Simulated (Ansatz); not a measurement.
`F[Si](F)(F)[GeH3]` + CH₃OH → `CO[Si](F)(F)F` + GeH₄ at 298.15 K and 1 bar (cleavage of the Si–Ge bond).

Program: Ansatz. Geometries: PBE0-D4/def2-TZVP. ΔE: electronic, gas phase. CCSD(T)/CBS adds triple-zeta CCSD(T) − MP2 to the extrapolated MP2 energy (def2 sets, frozen cores). This one scheme is used for every species. For Ge outer-core shells are correlated without core-valence functions, which leaves a few kJ/mol of doubt a bond. Scalar relativity is left out up to krypton. One conformer a species, not always the lowest.

```
            species  CCSD(T)/CBS energy (Eh)  H − E (kJ/mol)  S (J/(mol·K))
`F[Si](F)(F)[GeH3]`              -2666.58098           108.5          354.6
              CH₃OH               -115.61712           146.3          238.2
    `CO[Si](F)(F)F`               -703.74509           159.4          360.1
               GeH₄              -2078.49493            88.5          217.3
```

H − E and S are ideal-gas, rigid-rotor, harmonic terms from PBE0-D4/def2-TZVP, for one conformer and one mirror image of each species. 1 Eh = 2625.50 kJ/mol, R = 8.31446 J/(mol·K).

Problem. By hand: ΔE, ΔH, ΔS and ΔG.

Solution. ΔE = (-703.74509) + (-2078.49493) − (-2666.58098) − (-115.61712) = -0.04192 Eh = -110.1 kJ/mol. Δ(H − E) = 159.4 + 88.5 − 108.5 − 146.3 = -6.9, so ΔH = -117.0 kJ/mol. ΔS = 360.1 + 217.3 − 354.6 − 238.2 = -15.4 J/(mol·K). ΔG = -117.0 − 298.15 × (-15.4)/1000 = -112.4 kJ/mol.

Problem. By hand: the equilibrium constant, and the temperature at which ΔG would vanish if ΔH and ΔS stayed fixed.

Solution. log₁₀ K = −ΔG/(RT ln 10) = 19.7. ΔG = 0 at ΔH/ΔS = 7597 K, far beyond where these terms or the molecules hold.

ΔH outweighs TΔS. A doubt of 5 kJ/mol in ΔE shifts log₁₀ K by 0.9 here. Other conformers and mirror images would add mixing entropy, several J/(mol·K) or more a flexible species. Modes under 60 cm⁻¹, often nearly free rotors, make the harmonic entropy too high. These are equilibria of isolated gas molecules and say nothing of rates. Largest T1 diagnostic: 0.012 (customary marks: 0.02 for closed shells, 0.045 for open ones).
